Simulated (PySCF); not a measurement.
**Ionising TlN**

PBE0; Tl aug-cc-pVDZ-PP with ECP60, N aug-cc-pVDZ; scalar-relativistic core potentials (PySCF 2.14). Neutral (UKS): triplet (π ↑↑), Re = 2.329 Å, ωe = 401 cm⁻¹, De = 1.65 eV, HOMO -5.23 eV, LUMO -2.38 eV.

TlN⁺ (UKS): quartet (σ ↑, π ↑↑), Re = 3.039 Å, ωe = 95.8 cm⁻¹. The energies at the minima are -227.08963 hartree for TlN and -226.83308 for TlN⁺.

Work out the adiabatic ionisation energy, without and with harmonic zero-point energies (1 hartree = 27.2114 eV, 1 eV = 8065.5 cm⁻¹), and the change of the bond length.

At PBE0: 0.25655 hartree = 6.981 eV between the minima; the zero-point term (95.8 − 401.0)/2 cm⁻¹ = -0.019 eV makes it 6.962 eV. Re changes by +71.0 pm against the neutral. The electron leaves a σ orbital, and the ion is left as a loose complex of an ion and an atom.

Spin–orbit coupling is left out, which matters for elements this heavy, above all for dissociation energies. States were picked by a PBE0 search and need not be the measured ground states.
